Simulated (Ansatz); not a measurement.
Start from `[SiH3]I` and change one element to get `F[SiH3]`.

Ansatz, PBE0-D4/def2-TZVP geometries, multiplicity 1. 

Elements past krypton have def2 core potentials.

```csv
property,`[SiH3]I`
LUMO energy (PBE0/def2-TZVPP) / eV,-0.79
size of the dipole moment (PBE/def2-TZVPP) / D,1.03
HOMO energy (B3LYP/def2-TZVPP) / eV,-7.48
HOMO energy (PBE0/def2-TZVPP) / eV,-7.73
HOMO–LUMO gap (B3LYP/def2-TZVPP) / eV,6.47
HOMO–LUMO gap (ωB97M-V/def2-TZVPP) / eV,10.83
```

Question: What does the change do to each property? (Estimate.)

Answer: Computed: 
| property | `F[SiH3]` | shift |
| --- | --- | --- |
| LUMO energy (PBE0/def2-TZVPP) / eV | -0.13 | 0.66 |
| size of the dipole moment (PBE/def2-TZVPP) / D | 1.17 | 0.14 |
| HOMO energy (B3LYP/def2-TZVPP) / eV | -9.58 | -2.10 |
| HOMO energy (PBE0/def2-TZVPP) / eV | -9.77 | -2.04 |
| HOMO–LUMO gap (B3LYP/def2-TZVPP) / eV | 9.19 | 2.72 |
| HOMO–LUMO gap (ωB97M-V/def2-TZVPP) / eV | 13.65 | 2.82 |

With PBE0 the HOMO falls by 2.04 eV and the LUMO rises by 0.66 eV, so the gap widens by about 2.70 eV. PBE moves the HOMO by -1.70 eV and ωB97M-V by -2.20 eV. Dipoles are sizes alone; their direction can turn.

B3LYP here is the variant with VWN-RPA as its local correlation; programs differ in this.

Spin–orbit coupling is left out; it splits and shifts lone-pair levels of the heavy atoms by tenths of an eV.
